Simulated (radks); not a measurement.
The numbers below are computed, except where a source is named.
These are the eigenvalues of the occupied orbitals of an atom or ion with whole-number occupations (hartree). Level of theory: Dirac Kohn-Sham, LDA (Slater exchange, VWN5 correlation), spin-unpolarised, spherical densities, finite nucleus; Fermi nuclear charge, rms radius of each element as measured or else 0.836 A^(1/3) + 0.57 fm (a radial shooting solver on a logarithmic mesh with Libxc functionals).

| orbital | eigenvalue |
|---|---|
| 1s1/2 | -807.0583 |
| 2s1/2 | -118.0665 |
| 2p1/2 | -109.3511 |
| 2p3/2 | -104.5469 |
| 3s1/2 | -22.67896 |
| 3p1/2 | -19.29433 |
| 3p3/2 | -18.47681 |
| 3d3/2 | -12.46340 |
| 3d5/2 | -12.30369 |
| 4s1/2 | -4.95131 |
| 4p1/2 | -3.90442 |
| 4p3/2 | -3.76523 |
| 4d3/2 | -2.14318 |
| 4f5/2 | -0.78380 |

Which element is it, and in what charge state? The configuration may be excited. Open shells, if any, fill j = l - 1/2 first.

Answer. Z = 44, ruthenium, charge +4: Ru4+ in [Ar] 3d10 4s1 4p6 4d4 4f1. The list shows which subshells hold electrons but not how many an open one holds; the 1s level, -807.06 hartree, gives Z - s = 40.2 by -(Z - s)^2/2, which with screening and relativity narrows Z to a few neighbours, and the depths of the outer levels then fix element, charge and occupations together.
